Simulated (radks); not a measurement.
Question: The chlorine ion Cl4+, 13 electrons, occupied as [Ne] 3s2 3p0.75 4s0.25 (fractional occupations, a model configuration). Method: scalar-relativistic Kohn-Sham, LDA (Slater exchange, Perdew-Wang correlation), spin-polarised, spherical densities, point nucleus; open shells are filled with parallel spins first; computed with a radial shooting solver on a logarithmic mesh with Libxc functionals. Some entries of the table are withheld. Estimate them.

| orbital | occ. | eigenvalue (eV) | <r> (bohr) | <1/r> (bohr^-1) |
|---|---|---|---|---|
| 1s up | 1 | -2811.106 | 0.09120 | 16.63 |
| 1s down | 1 | -2810.867 | 0.09120 | 16.63 |
| 2s up | 1 | -317.7779 | 0.4442 | 3.310 |
| 2s down | 1 | -317.5089 | 0.4439 | 3.311 |
| 2p up | 3 | -258.0708 | 0.4051 | 3.218 |
| 2p down | 3 | -257.7473 | 0.4048 | 3.219 |
| 3s up | 1 | -75.8929 | 1.343 | 1.040 |
| 3s down | 1 | -74.4984 | 1.345 | 1.039 |
| 3p up | 0.75 | -61.7024 | 1.431 | (1) |
| 3p down | 0 | -60.3398 | 1.435 | (2) |
| 3d up | 0 | -41.6088 | 1.591 | 0.7633 |
| 3d down | 0 | -40.3430 | 1.600 | 0.7612 |
| 4s up | 0.25 | -30.7197 | 2.952 | 0.4704 |
| 4s down | 0 | -29.8914 | 2.981 | 0.4656 |
| 4p up | 0 | -26.2617 | 3.206 | 0.4335 |
| 4p down | 0 | -25.5079 | 3.251 | 0.4273 |

Answer: 
(1) 3p up <1/r> (bohr^-1): 0.9530
(2) 3p down <1/r> (bohr^-1): 0.9510
